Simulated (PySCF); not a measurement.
A made-up structure of Al2NH3S, closed shell:

S1  (-2.698, 1.553, -0.914)
Al2  (-0.461, 0.551, -0.765)
N3  (0.436, -0.510, 0.699)
Al4  (1.959, -0.523, -0.624)
H5  (-3.059, 1.058, 0.464)
H6  (0.227, -0.910, 1.738)
H7  (3.595, -1.218, -0.598)
(Å)

It is relaxed with PBE-D4/def2-SVP and then PBE0-D4/def2-TZVP (PySCF 2.14 with density fitting (its default auxiliary sets; JK sets also for MP2 and CCSD(T))). Atoms count as bonded within 1.22 times the sum of their covalent radii (H–H: 0.88 Å). The end point is not checked to be a true minimum.

(1) Does its bonding change? (Judge from chemistry; the calculation decides.)

Results:

(1) The calculation gives: No: no bond forms or breaks.

Where it ends: The first stage lowers the energy by 1.42 eV in 12 steps. It ends as Al₂NH₃S ([SH][Al]1[NH][AlH]1):
```csv
atom,x (Å),y (Å),z (Å)
S1,-2.4047,1.3852,-0.8232
Al2,-0.4084,0.4895,-0.6865
N3,0.3902,-0.4583,0.6216
Al4,1.7517,-0.4707,-0.5577
H5,-2.7286,0.9426,0.4060
H6,0.2018,-0.8159,1.5490
H7,3.2123,-1.0912,-0.5314
```

Labels in which every atom is bracketed show which atoms are joined, not bond orders.

For scale, one of the runs: PBE0-D4/def2-TZVP relaxation, 160 basis functions, launched by `OMP_NUM_THREADS=2 python run.py`. The run took 45 s on 2 CPU threads of an AMD EPYC 7B13 (shared host), with 1.5 GiB of host memory at its peak.
